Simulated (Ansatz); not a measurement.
Geometry optimisation, RKS PBE-D4/6-31G (Ansatz 0.2.0).

Input file:

```yaml
crystal:
  periodic: [false, false, false]
  atoms:
    - { symbol: Si, position_ang: [0.0, 0.0, 0.0] }
    - { symbol: H, position_ang: [0.0, 0.0, 1.46] }
    - { symbol: Cl, position_ang: [2.0086, 0.0, -0.7093] }
    - { symbol: O, position_ang: [-0.7913, 1.3709, -0.5594] }
    - { symbol: Si, position_ang: [-2.4002, 1.4263, -1.0396] }
    - { symbol: H, position_ang: [-3.2124, 0.6421, -0.1138] }
    - { symbol: H, position_ang: [-2.862, 2.8114, -1.0378] }
    - { symbol: H, position_ang: [-2.5267, 0.8736, -2.385] }
    - { symbol: Cl, position_ang: [-1.0032, -1.7381, -0.7093] }
basis:
  gaussian: { orbitals: "6-31G" }
hamiltonian:
  xc: pbe
  dispersion: d4
relax:
  f_tol: 0.02
  max_steps: 40
output:
  orbitals: {}
```

Run as:

```bash
$ ansatz run input.yaml --threads 1 --pin off --max-ram 2048MiB --backend cpu --events-out ev --progress --plain --runs-dir out
```

**Question.** Where does it end, and by what steps?

**Answer.** The forces met the threshold. Limits of this set-up: no polarisation functions. After 10 steps the energy has fallen by 0.457 eV; H6 moved furthest, 0.87 Å.

| step | energy less start (eV) | largest force component (eV/Å) | accepted |
| --- | --- | --- | --- |
| 0 | 0.0000 | 1.652 | yes |
| 1 | -0.2788 | 0.995 | yes |
| 2 | -0.3595 | 0.303 | yes |
| 3 | -0.4040 | 0.181 | yes |
| 4 | -0.4294 | 0.264 | yes |
| 5 | -0.4358 | 0.273 | yes |
| 6 | -0.4541 | 0.067 | yes |
| 7 | -0.4558 | 0.051 | yes |
| 8 | -0.4559 | 0.048 | yes |
| 9 | -0.4564 | 0.022 | yes |
| 10 | -0.4566 | 0.005 | yes |

```xyz
9
Properties=species:S:1:pos:R:3
Si 0.022 -0.147 0.154
H 0.535 -0.084 1.559
Cl 1.632 0.389 -1.223
O -1.283 0.889 -0.045
Si -2.529 1.506 -1.102
H -3.852 0.976 -0.606
H -2.479 3.010 -1.005
H -2.267 1.048 -2.520
Cl -0.568 -2.202 -0.306
```

Whether the end is a true minimum wasn't checked by a vibrational analysis.

The run took 52 s on 1 thread of Arm Neoverse V1, on a shared host, peak memory 0.14 GiB.
